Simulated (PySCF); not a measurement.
silyloxysilylformaldehyde (CH6O2Si2), SMILES O([SiH3])[SiH2]C=O. Atoms are numbered in the order given.

```xyz
11

O     -3.1676     0.0464     0.5515
C     -1.9914    -0.0839     0.8068
Si    -0.6788     0.1759    -0.5792
O      0.8231    -0.0705     0.0735
Si     2.4798    -0.1250    -0.0428
H     -1.6585    -0.3563     1.8503
H     -0.9569    -0.7988    -1.6707
H     -0.8188     1.5659    -1.0964
H      3.0301    -0.4906     1.2894
H      2.8882    -1.1450    -1.0509
H      3.0071     1.2077    -0.4544
```

Coordinates come from a B3LYP-D3(BJ)/def2-SVP optimisation. One conformer was computed; it need not be the lowest.

Method: SMD-PBE0/def2-SVP (PySCF).

Solvation free energies are E(SMD) − E(gas) at the gas-phase geometry, for 1 M in both phases. In vacuum the dipole moment is 2.38 D.

Rank water, methanol, ethylethanoate by solvation free energy, most negative first.

ethylethanoate (-2.6 kcal/mol), methanol (-1.7 kcal/mol), water (0.9 kcal/mol)
